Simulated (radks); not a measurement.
The numbers below are computed, except where a source is named.
Ionisation of Pb35+, [Kr] 4d10 4f1, to Pb36+, [Kr] 4d10, under several functionals. Dirac Kohn-Sham, spin-unpolarised, spherical densities, finite nucleus; open shells are shared between the two j in proportion to 2j + 1; a radial shooting solver on a logarithmic mesh with Libxc functionals.

functional                               E(Pb35+) (hartree)  Exc (hartree)  IE (eV)  -e(HOMO) (eV)  <r> HOMO (bohr)  IE error (eV)
PBE                                             -20253.3273      -334.0101   1401.3         1366.5           0.3625          -28.7
BP86                                            -20255.5399      -336.2483   1401.4         1366.6           0.3623          -28.6
revPBE                                          -20253.8919      -334.5834   1401.2         1366.4           0.3624          -28.8
AM05                                            -20242.4116      -323.0038   1401.5         1366.7           0.3622          -28.5
SOGGA                                           -20247.2471      -327.8814   1401.1         1366.3           0.3624          -28.9
PW91                                            -20255.0011      -335.6976   1401.6         1366.8           0.3624          -28.4
Wu-Cohen GGA                                    -20251.8593      -332.5313   1401.4         1366.6           0.3624          -28.6
LDA (Slater exchange, VWN5 correlation)         -20241.4921      -322.0691   1401.8         1367.0           0.3622          -28.2
OLYP                                            -20259.1313      -339.9468   1404.2         1369.4           0.3619          -25.8
exchange-only LDA                               -20235.7254      -316.2791   1398.9         1364.1           0.3623          -31.1

NIST Atomic Spectra Database: 1430 eV (theoretical). Closest: OLYP. The Delta-SCF values span 5.32 eV, the total energies 23.41 hartree. The highest occupied level is 4f7/2. Spin polarisation and multiplet splitting are left out, so open shells lie too high by an amount that depends on their filling. Sharing an open shell by 2j + 1 raises it above the true ground level by a part of the spin-orbit splitting, which enters the differences from NIST.

Beside tabulated values, note that spin-unpolarised runs miss the spin-polarisation part of the exchange energy of open shells.
